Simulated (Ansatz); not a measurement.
Basis sets compared for Cu4B (the lowest doublet isomer of a short search). Total charge 0; doublet. Geometry B3LYP-D4/def2-SVP. Ansatz on 4 threads of INTEL XEON PLATINUM 8581C on a shared host; times are rough, and most runs start from earlier orbitals.

```xyz
5

B    -0.0430   -0.9237    0.2039
Cu    1.6567   -0.2424    0.8644
Cu   -0.4644    1.0513    0.8549
Cu    0.5387    0.5502   -1.2078
Cu   -1.6880   -0.4354   -0.7153
```

The structure comes from a short search, and lower isomers may exist.

Binding counts from free atoms (B doublet, Cu doublet) in the same basis, without a counterpoise term.

```tsv
level	functions	energy (Eh)	HOMO (eV)	LUMO (eV)	binding per atom (eV)	wall time
PBE-D4/def2-SVP	138	-6584.9645	-4.24	-3.80	2.63	2.3 s
PBE-D4/def2-TZVP (with forces)	211	-6585.9910	-4.59	-4.15	2.19	4.2 s
r2SCAN-D4/def2-TZVP	211	-6586.9118	-4.68	-3.89	2.19	11 s
PBE0-D4/def2-SVP	138	-6584.9452	-4.84	-2.82	2.18	4.8 s
PBE0-D4/def2-TZVP	211	-6585.9384	-5.22	-3.12	1.87	9.5 s
```

(1) Estimate the rows for PBE-D4/def2-TZVPD, r2SCAN-D4/def2-TZVPD, PBE0-D4/def2-TZVPD.

Results:

(1) 
```tsv
level	functions	energy (Eh)	HOMO (eV)	LUMO (eV)	binding per atom (eV)	wall time
PBE-D4/def2-TZVPD	229	-6585.9929	-4.61	-4.17	2.20	4.5 s
r2SCAN-D4/def2-TZVPD	229	-6586.9132	-4.69	-3.91	2.20	12 s
PBE0-D4/def2-TZVPD	229	-6585.9398	-5.23	-3.14	1.88	10 s
```
